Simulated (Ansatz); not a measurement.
H$_{4}$HfO$_{2}$Se$_{2}$ (`[OH][Hf]([OH])([SeH])[SeH]`) from Hartree–Fock to CCSD(T)

Cartesian coordinates in Å:
```
O 0.008 -1.691 0.277
Hf -0.217 0.189 0.089
O -1.717 0.957 0.960
Se 1.945 1.290 1.021
Se -0.593 0.782 -2.409
H -0.135 -2.627 0.379
H -2.475 1.152 1.503
H 2.602 -0.025 0.953
H 0.583 -0.027 -2.772
```

The species carries charge 0 and has multiplicity 1. Correlated methods include outer-core shells of Hf, Se, which these sets cover unevenly. Scalar relativity is left out up to krypton. Hf takes the def2 core potential. Geometry: relaxed with PBE0-D4/def2-TZVP. It is one conformer, not always the lowest. Frozen core, restricted reference, Ansatz 0.2.0.

```json
{"basis": "def2-SVP", "HF (Eh)": "-4998.74095", "MP2 corr.": "-1.07902"}
{"basis": "def2-TZVPP", "HF (Eh)": "-4999.54804", "MP2 corr.": "-1.35666"}
{"basis": "def2-QZVPP", "HF (Eh)": "-4999.65044", "MP2 corr.": "-2.05197"}
```

Estimate the CCSD correlation energy and the (T) correction in each basis where they were run (hartree).


```
   basis  CCSD corr.       (T)
def2-SVP    -1.09035  -0.03202
```
